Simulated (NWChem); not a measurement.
Program: NWChem. System: silylarsine (H$_{5}$AsSi), charge 0, spin multiplicity 1, at a geometry optimised with PBE/def2-SVP. Level: PBE0/def2-TZVP.

Part of the output:

```
             Northwest Computational Chemistry Package (NWChem) 7.3.0
             --------------------------------------------------------

                                NWChem Input Module
                                -------------------

 Scaling coordinates for geometry "geometry" by  1.889725989
 (inverse scale =  0.529177249)

 Turning off AUTOSYM since
 SYMMETRY directive was detected!

                             Geometry "geometry" -> ""
                             -------------------------

 Output coordinates in angstroms (scale by  1.889725989 to convert to a.u.)

  No.       Tag          Charge          X              Y              Z
 ---- ---------------- ---------- -------------- -------------- --------------
    1 Si                  14.0000     1.55308300    -0.30811700     0.00000000
    2 As                  33.0000    -0.78263000     0.21584200     0.00000000
    3 H                    1.0000     2.17500300     0.31221400     1.22199300
    4 H                    1.0000     2.17500300     0.31221400    -1.22199300
    5 H                    1.0000     1.84638800    -1.78427800     0.00000000
    6 H                    1.0000    -1.05637500    -0.82464400     1.10353700
    7 H                    1.0000    -1.05637500    -0.82464400    -1.10353700

 Effective nuclear repulsion energy (a.u.)     162.6800402043

            Nuclear Dipole moment (a.u.)
            ----------------------------
        X                 Y               Z
 ---------------- ---------------- ----------------
     0.0000302356     0.0000188973     0.0000000000

      Symmetry information
      --------------------

 Group name             Cs
 Group number              2
 Group order               2
 No. of unique centers     5

      Symmetry unique atoms

     1    2    3    5    6


 Summary of "ao basis" -> "" (spherical)
 ------------------------------------------------------------------------------
       Tag                 Description            Shells   Functions and Types
 ---------------- ------------------------------  ------  ---------------------
 *                         def2-tzvp                  on all atoms

                                 NWChem DFT Module
                                 -----------------

 Summary of "ao basis" -> "ao basis" (spherical)
 ------------------------------------------------------------------------------
       Tag                 Description            Shells   Functions and Types
 ---------------- ------------------------------  ------  ---------------------
 Si                        def2-tzvp                13       37   5s5p2d1f
 As                        def2-tzvp                16       48   6s5p4d1f
 H                         def2-tzvp                 4        6   3s1p

 Summary of "ao basis" -> "ao basis" (spherical)
 ------------------------------------------------------------------------------
       Tag                 Description            Shells   Functions and Types
 ---------------- ------------------------------  ------  ---------------------
 Si                        def2-tzvp                13       37   5s5p2d1f
 As                        def2-tzvp                16       48   6s5p4d1f
 H                         def2-tzvp                 4        6   3s1p

      Symmetry analysis of basis
      --------------------------

        a'         74
        a"         41

            General Information
            -------------------
          SCF calculation type: DFT
          Wavefunction type:  closed shell.
          No. of atoms     :     7
          No. of electrons :    52
           Alpha electrons :    26
            Beta electrons :    26
          Charge           :     0
          Spin multiplicity:     1
          Use of symmetry is: on ; symmetry adaption is: on
          Maximum number of iterations: 100
          AO basis - number of functions:   115
                     number of shells:    49
          Convergence on energy requested:  1.00D-06
          Convergence on density requested:  1.00D-05
          Convergence on gradient requested:  5.00D-04

              XC Information
              --------------
                         PBE0 Method XC Functional
[...]
     1 a'          2 a'          3 a'          4 a"          5 a'
     6 a'          7 a'          8 a'          9 a"         10 a'
    11 a'         12 a'         13 a"         14 a'         15 a"
    16 a'         17 a'         18 a"         19 a'         20 a'
    21 a'         22 a"         23 a'         24 a"         25 a'
    26 a'         27 a'         28 a"         29 a'         30 a"
    31 a'         32 a'         33 a'         34 a"         35 a'
    36 a'

------------------------------------------------------------
EAF file 0: "./mol.aoints.0" size=524288 bytes
------------------------------------------------------------
               write      read    awrite     aread      wait
               -----      ----    ------     -----      ----
     calls:        1         0         0         0         0
   data(b): 5.24e+05  0.00e+00  0.00e+00  0.00e+00
   time(s): 0.00e+00  0.00e+00  0.00e+00  0.00e+00  0.00e+00
rate(mb/s): 0.00e+00  0.00e+00
------------------------------------------------------------

   convergence    iter        energy       DeltaE   RMS-Dens  Diis-err    time
 ---------------- ----- ----------------- --------- --------- ---------  ------
 d= 0,ls=0.0,diis     1  -2527.9503990527 -2.69D+03  3.32D-03  5.20D-01     4.2
 d= 0,ls=0.0,diis     2  -2527.9711699099 -2.08D-02  1.72D-03  4.22D-02     4.9
 d= 0,ls=0.0,diis     3  -2527.9734996799 -2.33D-03  7.02D-04  1.79D-02     5.6
 d= 0,ls=0.0,diis     4  -2527.9752824302 -1.78D-03  1.62D-04  4.03D-04     6.1
 d= 0,ls=0.0,diis     5  -2527.9753390487 -5.66D-05  2.64D-05  2.02D-05     6.7
  Resetting Diis
 d= 0,ls=0.0,diis     6  -2527.9753411473 -2.10D-06  6.57D-06  1.04D-06     7.3
 d= 0,ls=0.0,diis     7  -2527.9753412504 -1.03D-07  3.19D-06  4.02D-08     7.8

         Total DFT energy =    -2527.975341250363
      One electron energy =    -3843.483163013342
           Coulomb energy =     1258.229443087851
    Exchange-Corr. energy =     -105.401661529176
 Nuclear repulsion energy =      162.680040204304

 Numeric. integr. density =       51.999974841493

     Total iterative time =      6.5s

                  Occupations of the irreducible representations
                  ----------------------------------------------

                     irrep           alpha         beta
                     --------     --------     --------
                     a'               19.0         19.0
                     a"                7.0          7.0

                       DFT Final Molecular Orbital Analysis
                       ------------------------------------

 Vector   24  Occ=2.000000D+00  E=-3.526963D-01  Symmetry=a"
              MO Center=  1.2D+00, -3.2D-02,  1.4D-13, r^2= 4.0D+00
   Bfn.  Coefficient  Atom+Function         Bfn.  Coefficient  Atom+Function
  ----- ------------  ---------------      ----- ------------  ---------------
    17      0.262644  1 Si pz                87      0.199789  3 H  s
    93     -0.199789  4 H  s                 55     -0.188558  2 As pz
    88      0.125158  3 H  s                 94     -0.125158  4 H  s
   105     -0.124486  6 H  s                111      0.124486  7 H  s
    86      0.122183  3 H  s                 92     -0.122183  4 H  s

 Vector   25  Occ=2.000000D+00  E=-3.260828D-01  Symmetry=a'
              MO Center=  2.3D-01, -4.9D-02,  2.2D-14, r^2= 3.5D+00
   Bfn.  Coefficient  Atom+Function         Bfn.  Coefficient  Atom+Function
  ----- ------------  ---------------      ----- ------------  ---------------
    53      0.267268  2 As px                15     -0.231702  1 Si px
    54      0.216363  2 As py                56      0.161849  2 As px
    47     -0.157883  2 As px                43      0.148977  2 As s
    57      0.147903  2 As py                42      0.136146  2 As s
   105     -0.134597  6 H  s                111     -0.134597  7 H  s

 Vector   26  Occ=2.000000D+00  E=-2.792605D-01  Symmetry=a'
              MO Center= -4.5D-01,  1.4D-01, -2.4D-15, r^2= 3.2D+00
   Bfn.  Coefficient  Atom+Function         Bfn.  Coefficient  Atom+Function
  ----- ------------  ---------------      ----- ------------  ---------------
    54      0.304848  2 As py                43      0.285706  2 As s
    57      0.283950  2 As py                53     -0.258404  2 As px
    42      0.249760  2 As s                 56     -0.231491  2 As px
    15      0.197854  1 Si px                48     -0.186644  2 As py
    47      0.153996  2 As px                41     -0.125823  2 As s

 Vector   27  Occ=0.000000D+00  E= 1.944236D-03  Symmetry=a'
              MO Center=  6.1D-01, -2.2D-01,  1.2D-14, r^2= 6.2D+00
   Bfn.  Coefficient  Atom+Function         Bfn.  Coefficient  Atom+Function
  ----- ------------  ---------------      ----- ------------  ---------------
     5      1.082427  1 Si s                 56     -1.019474  2 As px
    18     -0.910303  1 Si px                43     -0.647584  2 As s
   100     -0.365099  5 H  s                 15     -0.354319  1 Si px
     4      0.268117  1 Si s                 53     -0.254814  2 As px
   106     -0.179275  6 H  s                112     -0.179275  7 H  s

 Vector   28  Occ=0.000000D+00  E= 1.199401D-02  Symmetry=a"
              MO Center= -5.9D-01, -3.4D-02,  1.9D-13, r^2= 3.9D+00
   Bfn.  Coefficient  Atom+Function         Bfn.  Coefficient  Atom+Function
  ----- ------------  ---------------      ----- ------------  ---------------
    58      1.005360  2 As pz               106     -0.818908  6 H  s
   112      0.818908  7 H  s                 55      0.262191  2 As pz
   105     -0.203482  6 H  s                111      0.203482  7 H  s
    49     -0.180981  2 As pz                88     -0.160560  3 H  s
    94      0.160560  4 H  s                 20      0.124587  1 Si pz

 Vector   29  Occ=0.000000D+00  E= 1.327750D-02  Symmetry=a'
              MO Center=  5.9D-02, -2.9D-01, -3.4D-14, r^2= 6.2D+00
   Bfn.  Coefficient  Atom+Function         Bfn.  Coefficient  Atom+Function
  ----- ------------  ---------------      ----- ------------  ---------------
    43      1.225882  2 As s                106     -0.781884  6 H  s
   112     -0.781884  7 H  s                100     -0.734655  5 H  s
    57     -0.699371  2 As py                 5      0.579518  1 Si s
    18      0.581988  1 Si px                19     -0.372041  1 Si py
    88     -0.313879  3 H  s                 94     -0.313879  4 H  s

 center of mass
 --------------
 x =  -0.19380527 y =   0.08263469 z =   0.00000000

 moments of inertia (a.u.)
 ------------------
          57.781118406904          91.974362132263           0.000000000000
          91.974362132263         474.673542911491           0.000000000000
           0.000000000000           0.000000000000         493.426144444022

     Multipole analysis of the density
     ---------------------------------

     L   x y z        total         alpha         beta         nuclear
     -   - - -        -----         -----         ----         -------
     0   0 0 0      0.000000    -26.000000    -26.000000     52.000000

     1   1 0 0      0.019242      0.009606      0.009606      0.000030
     1   0 1 0     -0.135610     -0.067815     -0.067815      0.000019
     1   0 0 1      0.000000      0.000000      0.000000      0.000000

     2   2 0 0    -26.564185   -136.633862   -136.633862    246.703539
     2   1 1 0      0.604732     22.564406     22.564406    -44.524080
     2   1 0 1     -0.000000     -0.000000     -0.000000      0.000000
     2   0 2 0    -26.592194    -26.875391    -26.875391     27.158588
     2   0 1 1      0.000000      0.000000      0.000000      0.000000
     2   0 0 2    -25.431992    -22.397369    -22.397369     19.362745

 Task  times  cpu:        7.8s     wall:        7.8s

 Total times  cpu:        7.9s     wall:        7.9s
```

### Question
Write an NWChem input that would produce this output.

### Answer
One answer among several that fit: 
```
start mol
memory heap 200 mb stack 900 mb global 1100 mb
geometry units angstroms nocenter noautoz
  Si     1.553083    -0.308117     0.000000
  As    -0.782630     0.215842     0.000000
  H      2.175003     0.312214     1.221993
  H      2.175003     0.312214    -1.221993
  H      1.846388    -1.784278     0.000000
  H     -1.056375    -0.824644     1.103537
  H     -1.056375    -0.824644    -1.103537
  symmetry group Cs
end
basis spherical
  * library def2-tzvp
end
dft
  xc pbe0
  semidirect memsize 60000000 filesize 0
  iterations 100
end
task dft energy
```
